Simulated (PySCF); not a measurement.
## La³⁵⁺ (lanthanum, charge +35): UHF calculation

Configuration: [Ar] 3d4, high-spin 5D determinant. All numbers are calculated (PySCF 2.14, scalar relativity by spin-free X2C-1e, in an uncontracted even-tempered set (18 s from 5.9 bohr⁻², ratio 2.5; 12 p from 7.7 bohr⁻², ratio 2.5; 8 d from 7.7 bohr⁻², ratio 2.5; 4 f from 29 bohr⁻², ratio 2.7; 3 g from 43 bohr⁻², ratio 2.7)).

```
Total energy                                                  : -7607.019011 hartree
One-electron energy                                           : -8868.9770 hartree
Hartree (Coulomb) energy                                      : 1408.6937 hartree
Exchange energy                                               : -146.7358 hartree
⟨S²⟩                                                          : 6.0003
⟨L²⟩                                                          : 6.002
Sum of ⟨r⟩                                                    : 3.878 bohr
Sum of ⟨r²⟩                                                   : 0.9945 bohr²
Traceless quadrupole moment −½Σ⟨3z² − r²⟩ along its main axis : -0.0172 e·bohr²
```

| shell | electrons | mean orbital energy (eV) | spread (eV) | rms radius, mean of both spins (bohr) |
| --- | --- | --- | --- | --- |
| 1s α | 1 | -40833.0 | 0 | 0.0286 |
| 1s β | 1 | -40832.5 | 0 | 0.0286 |
| 2s α | 1 | -8011.1 | 0 | 0.115 |
| 2s β | 1 | -7984.3 | 0 | 0.115 |
| 2p α | 3 | -7361.4 | 1.466 | 0.103 |
| 2p β | 3 | -7335.0 | 6.507 | 0.103 |
| 3s α | 1 | -2852.5 | 0 | 0.287 |
| 3s β | 1 | -2821.8 | 0 | 0.287 |
| 3p α | 3 | -2640.7 | 3.679 | 0.283 |
| 3p β | 3 | -2602.0 | 8.256 | 0.283 |
| 3d α | 4 | -2376.4 | 8.348 | 0.253 |

Spin-orbit coupling is strong in this species (close to jj coupling), so the high-spin LS determinant is a model state, not a physical level.

Densities and radii are taken from the X2C orbitals without a picture-change correction, which distorts them close to the nucleus.

Spin-orbit constants ζ (cm⁻¹) from the X2C one-electron operator on these orbitals: bare nucleus, nucleus screened by l(l+1)(2l+1)/3 electrons, and screened by the Breit-Pauli mean field of the electrons.

```tsv
shell	bare	screened nucleus	mean field
2p	2198000	2121000	2088000
3p	504200	486500	479200
3d	80950	66750	65870
```

To first order the Landé constant is A = 16470 cm⁻¹, so the lowest level has J = 0 and lies 12.2 eV below the centre of the term. This holds in LS coupling only, and this species is close to jj coupling.
